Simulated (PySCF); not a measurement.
SrAl⁺: energy against distance

Set-up: Sr def2-SVP with ECP28, Al def2-SVP; scalar-relativistic core potentials (PySCF 2.14). Energies in eV from Sr⁺ + Al in their ground configurations at the same level. State: ¹Σ⁺ (singlet), closed shell.

```csv
R (Å),r²SCAN
3.133,-0.785
3.279,-0.955
3.424,-1.050
3.534,-1.085
3.643,-1.097
3.752,-1.091
3.898,-1.062
4.080,-1.005
4.299,-0.920
4.590,-0.795
```

Question: Put a parabola through the three lowest points of the r²SCAN curve and estimate Re, k and ωe (reduced mass 20.64 u; 1 eV/Å² = 0.16022 mdyn/Å; ωe = 1302.8·√(k/μ) cm⁻¹).

Answer: Through R = 3.534, 3.643, 3.752 Å the second-order coefficient is 0.758 eV/Å², so Re ≈ 3.661 Å, k ≈ 0.243 mdyn/Å and ωe ≈ 141 cm⁻¹. A polynomial fit of higher order to the unrounded r²SCAN energies gives Re = 3.655 Å, k = 0.230 mdyn/Å, ωe = 138 cm⁻¹; anharmonicity and rounding make the difference.

The higher-order fit for each curve: r²SCAN: Re = 3.655 Å, ωe = 138 cm⁻¹, De = 1.10 eV.

Closed-shell solutions of metal pairs were not tested for spin polarisation, which can lower them a little. For an ion De counts to the pair picked by the measured ionisation energies or electron affinities, which need not be the lowest pair at this level.
